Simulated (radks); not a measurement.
Coulomb parameter of the 3d shell of the vanadium ion V2+ in the model configuration [Ar] 3d1.5 4p1.5, as a second difference U = [E(n + 0.5) + E(n - 0.5) - 2 E(n)] / (0.5)^2 with all orbitals relaxed. "Bare": the charge of the atom changes with n. "Screened": the 4p shell takes up the change at fixed total charge, which measures U(3d,3d) + U(4p,4p) - 2 U(3d,4p). All-electron calculation, Dirac Kohn-Sham, BLYP, spin-unpolarised, spherical densities, point nucleus; open shells are shared between the two j in proportion to 2j + 1. Program: a radial shooting solver on a logarithmic mesh with Libxc functionals.

case,configuration,E - E(n) (eV)
start,[Ar] 3d1.5 4p1.5,0.000
bare +0.5,[Ar] 3d2 4p1.5,-13.635
bare -0.5,[Ar] 3d1 4p1.5,17.649
screened +0.5,[Ar] 3d2 4p1,-6.803
screened -0.5,[Ar] 3d1 4p2,8.095

U(bare) = 16.058 eV, U(screened by 4p) = 5.167 eV.
